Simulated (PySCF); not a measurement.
C5H6. Atoms are numbered in the order given.

```xyz
11

C      2.2195     0.3932     0.9921
C      1.3166     0.2045     0.1899
C      0.2201    -0.0389    -0.7490
C     -1.0368    -0.5491    -0.0773
C     -2.2433     0.0294    -0.1817
H      3.0199     0.5659     1.6973
H     -0.0051     0.8907    -1.3161
H      0.5621    -0.7843    -1.5047
H     -0.9133    -1.4609     0.5333
H     -2.3934     0.9477    -0.7741
H     -3.1271    -0.3930     0.3208
```
Charge 0, spin multiplicity 1.

Coordinates come from a PBE-D3(BJ)/def2-SVP optimisation. The values are those of a single conformer.

Computed with PySCF with PBE-D3(BJ)/def2-SVP.

No scaling factor is applied to the harmonic values.

Computed normal modes with their intensities:
| mode | ν (cm⁻¹) | IR (km/mol) | moving atoms (share of kinetic energy) |
|---|---|---|---|
| 1 | 83 | 0.1 | C 70 %, H 30 % |
| 2 | 180 | 0.6 | C 65 %, H 35 % |
| 3 | 329 | 5.6 | C 74 %, H 26 % |
| 4 | 394 | 1.7 | C 57 %, H 43 % |
| 5 | 460 | 7.0 | C 70 %, H 30 % |
| 6 | 625 | 12.3 | H 55 %, C 45 % |
| 7 | 637 | 37.5 | H 79 %, C 21 % |
| 8 | 653 | 36.0 | H 78 %, C 22 % |
| 9 | 862 | 2.5 | H 66 %, C 34 % |
| 10 | 893 | 20.7 | C 52 %, H 48 % |
| 11 | 905 | 18.4 | H 58 %, C 42 % |
| 12 | 975 | 0.8 | C 63 %, H 37 % |
| 13 | 990 | 11.4 | H 90 %, C 10 % |
| 14 | 1084 | 3.6 | H 55 %, C 45 % |
| 15 | 1183 | 0.4 | H 78 %, C 22 % |
| 16 | 1246 | 9.0 | H 70 %, C 30 % |
| 17 | 1270 | 1.4 | H 75 %, C 25 % |
| 18 | 1370 | 4.4 | H 90 %, C 10 % |
| 19 | 1379 | 5.5 | H 85 %, C 15 % |
| 20 | 1675 | 11.1 | C 89 %, H 11 % |
| 21 | 2168 | 5.8 | C 91 %, H 9 % |
| 22 | 2940 | 10.2 | H 94 % |
| 23 | 2999 | 4.6 | H 91 %, C 9 % |
| 24 | 3069 | 6.6 | H 95 % |
| 25 | 3090 | 5.9 | H 91 %, C 9 % |
| 26 | 3170 | 8.1 | H 89 %, C 11 % |
| 27 | 3409 | 70.5 | H 86 %, C 14 % |
